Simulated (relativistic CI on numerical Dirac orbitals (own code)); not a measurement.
**Transition arrays of Pr¹⁴⁺**

Computed by Dirac-Coulomb-Breit CI, KLI orbitals optimised for each configuration, model QED, valence Slater integrals scaled by 0.9, whole transition arrays (own radial code, finite nucleus).

CI space (outside the closed core [Ar] 3d10 4s2): 4p6 4d9, 4p6 4d8 4f, 4p5 4d10, 4p6 4d8 5p, 4p6 4d8 5f. Levels of other configurations are missing.

All E1 lines from the levels of 4p6 4d9; mean and standard deviation are weighted by gf, and upper levels are sorted by their leading configuration.

| Upper configuration | Lines | Σgf | Mean (eV) | Mean (nm) | σ (eV) | Strongest line (nm) |
| --- | --- | --- | --- | --- | --- | --- |
| 4p6 4d8 4f | 79 | 69.0 | 149.46 | 8.296 | 2.36 | 8.243 |
| 4p5 4d10 | 2 | 0.2 | 104.77 | 11.834 | 1.25 | 11.784 |
| 4p6 4d8 5p | 63 | 39.8 | 150.04 | 8.263 | 1.97 | 8.345 |
| 4p6 4d8 5f | 81 | 1.1 | 233.79 | 5.303 | 2.63 | 5.281 |

Σgf per state of the lower configuration in bins of 0.1 nm over the central range (centre: value): 8.05: 0.19, 8.15: 0.57, 8.25: 6.27, 8.35: 3.64.

Q: How do configuration mixing and the scaling of the Slater integrals move the arrays?

A: Slater scale 0.9, no configuration mixing: 4p6 4d8 4f 148.7 ± 3.8 eV (Σgf 89.5), 4p5 4d10 121.3 ± 8.8 eV (Σgf 5.0), 4p6 4d8 5p 150.9 ± 2.2 eV (Σgf 11.2), 4p6 4d8 5f 233.1 ± 2.6 eV (Σgf 3.7); Slater scale 1: 4p6 4d8 4f 153.2 ± 2.9 eV (Σgf 61.1), 4p5 4d10 103.5 ± 1.2 eV (Σgf 0.1), 4p6 4d8 5p 151.7 ± 1.7 eV (Σgf 49.8), 4p6 4d8 5f 234.0 ± 2.8 eV (Σgf 1.1); Slater scale 0.8: 4p6 4d8 4f 146.6 ± 2.3 eV (Σgf 89.8), 4p5 4d10 106.1 ± 1.3 eV (Σgf 0.2), 4p6 4d8 5p 148.2 ± 2.3 eV (Σgf 16.9), 4p6 4d8 5f 233.6 ± 2.5 eV (Σgf 1.2). With mixing, levels are counted to their leading configuration, so an array can shrink or vanish into another, and the sums then hold other lines.
